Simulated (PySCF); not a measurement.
C₈H₁₀S.
SMILES with atom numbers: `[CH3:1][C:2]#[C:3][C@@H:4]1[CH2:5][CH2:6][C:7](=[S:8])[CH2:9]1` (hydrogens: H10, H11, H12 on C1; H13 on C4; H14, H15 on C5; H16, H17 on C6; H18, H19 on C9)

Geometry (PBE0-D3(BJ)/def2-SVP, Å), atoms numbered from 1 in this order:
```
atom  x, y, z in Å
C1     3.3793    0.5487   -0.3442
C2     2.0316    0.0135   -0.2317
C3     0.9111   -0.4403   -0.1352
C4    -0.4531   -0.9531   -0.0181
C5    -1.3286   -0.5304   -1.2171
C6    -1.7124    0.9097   -0.8841
C7    -1.8042    0.9586    0.6213
S8    -2.4451    2.1564    1.5052
C9    -1.2005   -0.3118    1.1674
H10    3.9573    0.3677    0.5753
H11    3.9250    0.0835   -1.1799
H12    3.3626    1.6357   -0.5191
H13   -0.4138   -2.0499    0.0803
H14   -0.8081   -0.6376   -2.1783
H15   -2.2267   -1.1686   -1.2458
H16   -2.6322    1.2777   -1.3600
H17   -0.9040    1.6016   -1.1811
H18   -0.5849   -0.1290    2.0583
H19   -2.0348   -0.9660    1.4787
```

Computed with PySCF at PBE0/def2-SVPD, non-relativistic, on one gas-phase PBE0-D3(BJ)/def2-SVP geometry that isn't relaxed in the solvent. The solvent is an IEF-PCM continuum (van der Waals radii × 1.2). Only the electrostatic response of the medium enters.

Gas phase at PBE0/def2-SVPD: HOMO -6.23 eV, LUMO -1.98 eV, dipole 3.23 D.

Q: What does the continuum do to the energy, the frontier levels and the dipole at PBE0/def2-SVPD in acetone?

A: 
| solvent | ε | E(solvent) − E(gas) (kcal/mol) | polarisation term (kcal/mol) | distortion of the solute (kcal/mol) | HOMO (eV) | LUMO (eV) | dipole (D) |
| --- | --- | --- | --- | --- | --- | --- | --- |
| acetone | 20.49 | -5.95 | -7.28 | 1.33 | -6.55 | -2.12 | 4.45 |

Polarisation term: ½ Σ q·V over the induced surface charges. Distortion: the rise of the solute's own energy as its density leaves the gas-phase optimum.

Q: Which radius a makes the point-dipole formula ΔE = −[(ε − 1)/(2ε + 1)]·μ²/a³ give the value in acetone, with the gas-phase dipole?

A: μ = 1.271 au and |ΔE| = 0.00949 Eh give a = 2.27 Å; the farthest nucleus lies 4.11 Å from the centroid of the nuclei, so such a sphere wouldn't even hold the nuclei. The formula assumes a rigid point dipole at the centre of a sphere.

Q: Give the dipole vector in the frame of the coordinates (D, pointing from negative to positive charge), gas and acetone.

A: Gas (1.62, -2.14, -1.79), solvent (1.92, -3.13, -2.51). Its length changes by +38 % and its direction by 5°.

Q: How does the static polarisability (PBE0/def2-SVPD, frozen core, with the continuum's full static response) change?

A: 
```csv
medium,isotropic (au),principal values (au),⟨r²⟩ of the electrons (bohr²)
gas,114.7,"95.4, 110.2, 138.6",1783.3
acetone,157.1,"136.3, 154.2, 180.8",1783.5
```

The isotropic value in acetone is 1.37 times the gas-phase one; no cavity-field correction is applied. ⟨r²⟩ is taken about the centre of nuclear charge.
